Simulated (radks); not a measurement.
All-electron atom: Eu3+ in [Xe] 4f6.

All-electron calculation, scalar-relativistic Kohn-Sham, PBE, spin-polarised, spherical densities, point nucleus; open shells are filled with parallel spins first (spin-orbit coupling, left out, can overturn this in heavy ions). Program: a radial shooting solver on a logarithmic mesh with Libxc functionals.

Energy parts (hartree):
| part | energy |
|---|---|
| total | -10842.7851 |
| kinetic | 11617.4543 |
| electron-nucleus | -26362.3364 |
| Hartree | 4143.4126 |
| exchange-correlation | -241.3157 |

Orbitals (lengths in bohr, moments of r in powers of bohr; r(max) is where P^2 peaks; r(90%) holds 90 % of the orbital's charge):
orbital,occ.,eigenvalue (hartree),<1/r>,r(90%),<r^2>,r(max)
1s up,1,-1778.738,70.24,0.0403,0.0006791,0.01420
1s down,1,-1778.738,70.24,0.0403,0.0006791,0.01420
2s up,1,-293.0424,16.28,0.147,0.01068,0.08055
2s down,1,-293.0411,16.28,0.147,0.01068,0.08055
2p up,3,-261.1936,15.23,0.137,0.008592,0.06513
2p down,3,-261.1927,15.23,0.137,0.008591,0.06513
3s up,1,-65.43197,5.961,0.366,0.07120,0.2289
3s down,1,-65.35280,5.967,0.366,0.07109,0.2288
3p up,3,-55.52222,5.611,0.371,0.07136,0.2245
3p down,3,-55.44343,5.617,0.371,0.07122,0.2244
3d up,5,-42.27129,5.325,0.352,0.06011,0.1839
3d down,5,-42.21084,5.330,0.352,0.05994,0.1838
4s up,1,-13.99149,2.510,0.812,0.3608,0.5272
4s down,1,-13.80062,2.509,0.812,0.3607,0.5270
4p up,3,-10.72771,2.309,0.870,0.4072,0.5502
4p down,3,-10.53770,2.308,0.870,0.4073,0.5499
4d up,5,-6.18077,2.033,0.978,0.4919,0.5726
4d down,5,-5.99225,2.030,0.980,0.4936,0.5722
4f up,6,-1.27767,1.496,1.47,0.9619,0.5849
4f down,0,-1.10949,1.460,1.56,1.067,0.5873
5s up,1,-2.71753,0.9883,1.92,2.020,1.215
5s down,1,-2.61764,0.9699,1.96,2.082,1.228
5p up,3,-1.90116,0.8462,2.24,2.690,1.367
5p down,3,-1.82699,0.8264,2.29,2.795,1.388

The highest occupied level is 4f up at -34.767 eV. The density falls to 0.001 e/bohr^3 at r = 3.28 bohr. Spin moment in Bohr magnetons: 6.
